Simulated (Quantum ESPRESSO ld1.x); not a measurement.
Task: These are the eigenvalues of the occupied orbitals of an atom or ion with whole-number occupations (eV). All-electron calculation, scalar-relativistic Kohn-Sham, LDA (Slater exchange, Perdew-Wang correlation), spin-polarised, spherical densities, point nucleus. Program: ld1.x of Quantum ESPRESSO 7.5.

orbital  eigenvalue
1s up      -33100.1
1s down    -33100.0
2s up      -5242.85
2s down    -5242.09
2p up      -4723.79
2p down    -4723.18
3s up      -1175.63
3s down    -1175.12
3p up      -1007.43
3p down    -1006.88
3d up      -755.155
3d down    -754.435
4s up      -322.584
4s down    -320.374
4p up      -268.572
4p down    -266.377
4d up      -188.618
4d down    -186.504

Which element is it, and in what charge state? The configuration may be excited. Open shells, if any, are filled with parallel spins first.

Result: Z = 53, iodine, charge +9: I9+ in [Kr] 4d8. The list shows which subshells hold electrons but not how many an open one holds; the 1s level, -1216.4 hartree, gives Z - s = 49.3 by -(Z - s)^2/2, which with screening and relativity narrows Z to a few neighbours, and the depths of the outer levels then fix element, charge and occupations together.
